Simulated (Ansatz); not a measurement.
Reaction (ligand exchange at the Si–N bond): `[SiH3][NH][AlH][SeH]` + `C[SeH]` → `C[Se][SiH3]` + `[NH2][AlH][SeH]`

Computed with Ansatz on PBE0-D4/def2-TZVP structures; ΔE is electronic, products minus reactants. CCSD(T)/CBS adds triple-zeta CCSD(T) − MP2 to the extrapolated MP2 energy (def2 sets, frozen cores). For Se outer-core shells are correlated without core-valence functions, which leaves a few kJ/mol of doubt a bond. Scalar relativity is left out up to krypton. Each species was taken in one conformer, which may not be the lowest.

`[SiH3][NH][AlH][SeH]`:

Cartesian coordinates in Å:
```
Si -1.230 -1.082 0.613
N -0.822 0.479 -0.001
Al 0.754 1.113 -0.528
Se 2.578 -0.309 -0.414
H -1.779 -1.017 1.996
H 0.018 -1.888 0.627
H -2.243 -1.771 -0.233
H -1.598 1.126 -0.065
H 0.879 2.595 -1.053
H 3.445 0.755 -0.942
```

`C[SeH]`:

Z-matrix (Å, degrees):
```
C
Se 1 1.949
H 1 1.088 2 110.6
H 1 1.087 2 110.6 3 -123.3
H 1 1.089 2 106.0 3 118.4
H 2 1.468 1 95.4 3 61.7
```

`C[Se][SiH3]`:

Z-matrix (Å, degrees):
```
C
Se 1 1.958
H 1 1.088 2 106.4
H 1 1.088 2 110.3 3 118.7
H 1 1.088 2 110.3 3 -118.7
Si 2 2.266 1 96.6 3 179.7
H 6 1.484 2 106.4 1 179.9
H 6 1.487 2 111.1 1 60.1
H 6 1.487 2 111.1 1 -60.3
```

`[NH2][AlH][SeH]`:

Z-matrix (Å, degrees):
```
N
Al 1 1.762
H 1 1.007 2 123.9
H 1 1.007 2 125.8 3 -180.0
Se 2 2.323 1 117.5 3 179.9
H 2 1.577 1 120.7 3 -0.1
H 5 1.469 2 90.6 1 179.7
```

| species | CCSD(T)/CBS(def2) energy (Eh) |
| --- | --- |
| `[SiH3][NH][AlH][SeH]` | -2990.20947 |
| `C[SeH]` | -2441.15625 |
| `C[Se][SiH3]` | -2731.45956 |
| `[NH2][AlH][SeH]` | -2699.90849 |

Task: Work out ΔE.

Result: ΔE = (-2731.45956) + (-2699.90849) − (-2990.20947) − (-2441.15625) = -0.00233 Eh = -1.5 kcal/mol.

Largest T1 diagnostic among the species: 0.010.
